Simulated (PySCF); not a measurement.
Molfile (atoms numbered from 1):
```
C6H12O2S
     RDKit          3D

 21 21  0  0  0  0  0  0  0  0999 V2000
   -1.5448   -0.2587    1.3475 C   0  0  0  0  0  0  0  0  0  0  0  0
   -0.6115    0.0368    0.1872 C   0  0  0  0  0  0  0  0  0  0  0  0
   -1.3587    0.5873   -1.0186 C   0  0  0  0  0  0  0  0  0  0  0  0
    0.3152   -1.1299   -0.1653 C   0  0  0  0  0  0  0  0  0  0  0  0
    1.5297   -0.5759   -0.9163 C   0  0  0  0  0  0  0  0  0  0  0  0
    2.0510    0.6199   -0.1283 C   0  0  0  0  0  0  0  0  0  0  0  0
    0.6108    1.3190    0.7440 S   0  0  0  0  0  6  0  0  0  0  0  0
    0.2624    2.6309    0.1976 O   0  0  0  0  0  0  0  0  0  0  0  0
    0.8332    1.1547    2.1824 O   0  0  0  0  0  0  0  0  0  0  0  0
   -0.9800   -0.5391    2.2465 H   0  0  0  0  0  0  0  0  0  0  0  0
   -2.2212   -1.0838    1.0746 H   0  0  0  0  0  0  0  0  0  0  0  0
   -2.1597    0.6200    1.5929 H   0  0  0  0  0  0  0  0  0  0  0  0
   -2.0888   -0.1607   -1.3660 H   0  0  0  0  0  0  0  0  0  0  0  0
   -0.6915    0.8325   -1.8567 H   0  0  0  0  0  0  0  0  0  0  0  0
   -1.8945    1.5081   -0.7516 H   0  0  0  0  0  0  0  0  0  0  0  0
   -0.2237   -1.8840   -0.7599 H   0  0  0  0  0  0  0  0  0  0  0  0
    0.6451   -1.6206    0.7657 H   0  0  0  0  0  0  0  0  0  0  0  0
    1.2355   -0.2634   -1.9296 H   0  0  0  0  0  0  0  0  0  0  0  0
    2.3114   -1.3403   -1.0344 H   0  0  0  0  0  0  0  0  0  0  0  0
    2.7433    0.3321    0.6744 H   0  0  0  0  0  0  0  0  0  0  0  0
    2.4927    1.4218   -0.7330 H   0  0  0  0  0  0  0  0  0  0  0  0
  1  2  1  0
  2  3  1  0
  2  4  1  0
  4  5  1  0
  5  6  1  0
  6  7  1  0
  7  8  2  0
  7  9  2  0
  7  2  1  0
  1 10  1  0
  1 11  1  0
  1 12  1  0
  3 13  1  0
  3 14  1  0
  3 15  1  0
  4 16  1  0
  4 17  1  0
  5 18  1  0
  5 19  1  0
  6 20  1  0
  6 21  1  0
M  END
```

Geometry: PBE0-D3(BJ)/def2-SVP; GIAO shifts from PySCF 2.14.0 with density-fitted response routines, gas phase, non-relativistic, averaged over equivalent atoms.

At mPW1PW91/pcSseg-1 (220 basis functions, 77 s wall time on 1 thread of an Arm Neoverse N1, shared host):
```csv
atoms,δ (ppm)
C2,62.1
C6,59.7
C4,39.2
C1/C3,22.4
C5,21.2
S7,352.8
O8/O9,223.7
H20/H21,2.91
H18/H19,1.87
H16/H17,1.64
H10/H11/H12/H13/H14/H15,1.24
```

δ = σ(ref) − σ, references computed at the same level: ¹³C (σref 183.54) and ¹H (σref 31.32) vs TMS; ³³S (σref 492.68) vs CS2; ¹⁷O (σref 333.30) against H2O.

Question: Predict the values at PBE0/pcSseg-1 on the same geometry.

Answer: 
```tsv
atoms	δ at PBE0/pcSseg-1	change
C2	61.8	-0.3
C6	59.5	-0.2
C4	39.3	+0.1
C1/C3	22.4	+0.0
C5	21.1	-0.1
S7	351.5	-1.3
O8/O9	224.8	+1.1
H20/H21	2.90	-0.01
H18/H19	1.88	+0.01
H16/H17	1.65	+0.01
H10/H11/H12/H13/H14/H15	1.23	-0.01
```

Shifts are taken against calculated references (same method and geometry level): ¹³C (184.41 ppm) and ¹H (31.27 ppm) against TMS; CS2 for ³³S (495.66 ppm); ¹⁷O (334.56 ppm) vs H2O.

The largest change is at S7 (sulfone sulfur). Cost: 220 basis functions, 82 s wall time on 1 thread of an Arm Neoverse N1, shared host. The order of the carbon signals is the same at both levels.

Experimental scales use liquid or dissolved standards, which lie at an offset from isolated H2O (liquid H2O: subtract about 36 ppm).
